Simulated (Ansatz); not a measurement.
Reaction (cleavage of the Si–Sb bond): `[SiH3][SbH][SiH3]` + `BN[SiH2]F` → `BN([SiH3])[SiH2]F` + `[SiH3][SbH2]`

Gas-phase electronic energies from Ansatz, PBE0-D4/def2-TZVP geometries. CCSD(T)/CBS is the MP2 limit (def2-TZVPP, def2-QZVPP) plus CCSD(T) − MP2 in def2-TZVPP, frozen cores. Functionals use def2-TZVPP. B3LYP here is the variant with VWN-RPA as its local correlation; programs differ in this. Elements past krypton have def2 core potentials. For Sb outer-core shells are correlated without core-valence functions, which leaves a few kJ/mol of doubt a bond. Each species was taken in one conformer, which may not be the lowest.

`[SiH3][SbH][SiH3]`:

```xyz
10

Si   -0.262   -0.988   -1.521
Sb    1.016    1.097   -0.733
Si   -0.182    0.981    1.537
H    -0.283   -2.063   -0.495
H     0.362   -1.515   -2.764
H    -1.661   -0.586   -1.825
H     2.302    0.134   -0.147
H    -0.204   -0.395    2.097
H     0.493    1.888    2.503
H    -1.581    1.446    1.346
```

`BN[SiH2]F`:

Z-matrix (Å, degrees):
```
Si
N 1 1.727
F 1 1.598 2 110.7
H 1 1.480 2 109.5 3 -116.8
H 1 1.475 2 108.4 3 118.5
B 2 1.404 1 125.5 3 -100.6
H 2 1.011 1 117.4 3 78.3
H 6 1.197 2 118.6 1 -0.9
H 6 1.196 2 119.8 1 179.4
```

`BN([SiH3])[SiH2]F`:

```xyz
12

B     1.462    0.615   -0.484
N     0.203    0.096   -0.103
Si    0.198   -1.341    0.916
Si   -1.265    0.866   -0.601
F    -1.926    1.613    0.647
H     1.530    1.600   -1.161
H     2.460    0.051   -0.124
H    -1.219   -1.673    1.215
H     0.926   -1.073    2.178
H     0.836   -2.472    0.200
H    -2.243   -0.153   -1.045
H    -0.962    1.871   -1.638
```

`[SiH3][SbH2]`:

```xyz
7

Si   -0.129   -0.439   -0.835
Sb    0.042    1.459    0.896
H     0.859   -0.186   -1.917
H    -1.493   -0.421   -1.426
H     0.128   -1.778   -0.247
H     1.490    0.799    1.520
H    -0.896    0.566    2.010
```

Task: Is it downhill or uphill in electronic energy at CCSD(T)/CBS, and by how much? (Estimate.)

Result: Computed: Uphill: ΔE = +0.9 kcal/mol.

Task: What do these levels give: PBE-D4, r2SCAN-D4, PBE0-D4, B3LYP-D4, ωB97M-V, B2PLYP, PBE0, B3LYP, HF/def2-TZVPP, CCSD/def2-TZVPP, MP2/def2-QZVPP, SCS-MP2/def2-QZVPP? (An estimate is asked.)

Result: The calculation gave: PBE-D4 4.0, r2SCAN-D4 1.6, PBE0-D4 3.2, B3LYP-D4 0.7, ωB97M-V 0.1, B2PLYP 0.5, PBE0 3.4, B3LYP 1.1, HF/def2-TZVPP -2.2, CCSD/def2-TZVPP -0.7, MP2/def2-QZVPP 1.0, SCS-MP2/def2-QZVPP -0.3 kcal/mol.

Largest T1 diagnostic among the species: 0.014.

From PBE to PBE0 (25 % exact exchange), in def2-TZVPP and without D4, ΔE moves by −0.9 kcal/mol. In def2-TZVPP, CCSD(T) changes the Hartree–Fock value by +1.8 kcal/mol (the triples alone add +0.4 kcal/mol) and MP2 by +2.6 kcal/mol.
